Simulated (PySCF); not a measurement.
Level of theory: B3LYP-D3(BJ)/def2-TZVP // r2SCAN-D4/def2-SVP in PySCF. Gas-phase values, no solvent. One relaxed conformer stands for a flexible species; it need not be the lowest. B3LYP has the VWN-RPA correlation part, as in Gaussian. 

Reference species: [Rh(H2O)6]3+ (charge +3, multiplicity 1).

- HOMO: -22.16 eV
- coordination number: 6
- charge on the central atom (Mulliken): 0.90 e
- HOMO–LUMO gap: 5.14 eV

Changed species: [Ir(H2O)6]3+ (M = Ir, multiplicity 1; the reference has M = Rh, multiplicity 1).

Give the shifts of the HOMO, coordination number, charge on the central atom (Mulliken) and HOMO–LUMO gap.

the HOMO goes up by 0.98 eV, to -21.18 eV; the coordination number hardly moves; the charge on the central atom (Mulliken) goes up by 0.18 e, to 1.08 e; the HOMO–LUMO gap increases by 0.36 eV, to 5.50 eV.
